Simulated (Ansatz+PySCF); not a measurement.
Results of a calculation; reference values are marked as such.
This PySCF input gave a total energy of -1694.67749 hartree.

```python
from pyscf import gto, scf

mol = gto.M(atom="""
N 0.000000 0.000000 -1.416070
H 0.944940 0.000000 -1.812050
H -0.472470 0.818340 -1.812050
H -0.472470 -0.818340 -1.812050
Cu 0.000000 0.000000 0.529260
""", basis='def2-svp', charge=1, spin=0)
mf = scf.UHF(mol)
mf.init_guess = 'huckel'
mf.kernel()
while True:  # follow internal instabilities
    mo, _, stable, _ = mf.stability(return_status=True)
    if stable: break
    mf.kernel(mf.make_rdm1(mo, mf.mo_occ))
print(mf.converged, mf.e_tot, mf.spin_square()[0])
```

(1) Write an input for Ansatz with the same method and basis set.

Answers

(1)

```yaml
crystal:
  periodic: [false, false, false]
  atoms:
    - { symbol: "N", position_ang: [0.0, 0.0, -1.41607] }
    - { symbol: H, position_ang: [0.94494, 0.0, -1.81205] }
    - { symbol: H, position_ang: [-0.47247, 0.81834, -1.81205] }
    - { symbol: H, position_ang: [-0.47247, -0.81834, -1.81205] }
    - { symbol: Cu, position_ang: [0.0, 0.0, 0.52926] }
basis:
  gaussian: { orbitals: def2-SVP }
total_charge: 1
magnetization:
  spin_polarized: true
hamiltonian:
  xc: hf
```

Ansatz (development build ahead of 0.2.0) gave -1694.67749 hartree, 0.03 meV from the first.
